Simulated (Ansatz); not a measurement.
Ansatz results at the PBE0-D4/def2-TZVP geometry: size of the dipole moment (B3LYP/def2-TZVPP) 1.12 D; size of the dipole moment (ωB97M-V/def2-TZVPP) 1.11 D; HOMO–LUMO gap (PBE0/def2-TZVPP) 8.41 eV.

Each molecule was computed in one conformer, which needn't be the lowest.

Q: Which molecule gave them?
A. `C[O][Ge]([CH3])([OH])[Cl]`
B. `C[O][GeH]([Cl])[O]C`
C. `[NH2][Ge]([F])([F])[F]`
D. `CC[O][GeH]([O]C)[O]C`

A: B. The others give `CC[O][GeH]([O]C)[O]C`: 1.19, 1.20, 8.78; `[NH2][Ge]([F])([F])[F]`: 3.33, 3.31, 8.35; `C[O][Ge]([CH3])([OH])[Cl]`: 0.42, 0.41, 8.41.

B3LYP here is the variant with VWN-RPA as its local correlation; programs differ in this.
